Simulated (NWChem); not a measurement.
System: BI₃; SMILES IB(I)I

```xyz
4

B      0.0000     0.0000     0.0000
I      0.7201     1.9939     0.0000
I      1.3667    -1.6206     0.0000
I     -2.0868    -0.3733     0.0000
```
Atoms are numbered in this order, from 1.

Computed with NWChem. Medium grid unless said otherwise, to which SCAN and Minnesota functionals are sensitive. Geometry: optimised at PBE0/def2-SVP. def2 effective core potentials on I; no spin-orbit coupling. Total energies of different functionals are on different scales.

| level | energy (Ha) | highest occupied level (eV) | orbital gap (eV) |
|---|---|---|---|
| LDA (Slater exchange, VWN5)/def2-TZVPD | -916.5745 | -6.44 | 2.96 |
| PBE/def2-TZVPD | -917.9870 | -6.28 | 3.01 |
| BLYP/def2-TZVPD | -917.8796 | -6.08 | 3.02 |
| TPSS/def2-TZVPD | -917.7332 | -6.38 | 3.18 |
| r2SCAN/def2-TZVPD | -918.3940 | [?] | [?] |
| B3LYP/def2-TZVPD | -918.3416 | -7.14 | 4.49 |
| PBE0/def2-TZVPD | -918.0664 | -7.40 | 4.86 |
| M06-2X/def2-TZVPD | -917.8180 | -8.56 | 6.67 |
| CAM-B3LYP/def2-TZVPD | -918.0438 | -8.61 | 7.14 |
| Hartree-Fock/def2-TZVPD | -914.7449 | -9.86 | 10.55 |

Problem. What belongs in the gaps?

Solution. 
- r2SCAN/def2-TZVPD, highest occupied level (eV): -6.56
- r2SCAN/def2-TZVPD, orbital gap (eV): 3.45
